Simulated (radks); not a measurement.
The numbers below are computed, except where a source is named.
Orbital eigenvalues (eV) of the iridium ion Ir3+, [Xe] 4f14 5d6, of relativity; Dirac values are averaged over j with weights 2j + 1. Spin-unpolarised spherical Kohn-Sham, LDA (Slater exchange, Perdew-Wang correlation), point nucleus unless stated (finite: rms radius 5.4032 fm), a radial shooting solver on a logarithmic mesh with Libxc functionals. A level marked "c x" has the speed of light scaled by that factor and shares open shells by 2j + 1; other Dirac levels either fill j = l - 1/2 first or share by 2j + 1.

shell  non-rel.
2s       -11519
2p       -11066
3s      -2695.7
3p      -2483.0
3d      -2085.1
4s      -583.23
4p      -492.67
4d      -326.41
5s      -109.71
4f      -105.47
5p      -81.589
5d      -38.125

Give the values at the level "Dirac, c x 10".

Answer. 
shell  Dirac, c x 10  change of magnitude (%)
2s            -11533                    +0.13
2p            -11071                    +0.05
3s           -2699.3                    +0.14
3p           -2484.5                    +0.06
3d           -2085.0                    -0.01
4s           -584.12                    +0.15
4p           -493.01                    +0.07
4d           -326.37                    -0.01
5s           -109.86                    +0.15
4f           -105.36                    -0.11
5p           -81.635                    +0.06
5d           -38.115                    -0.03
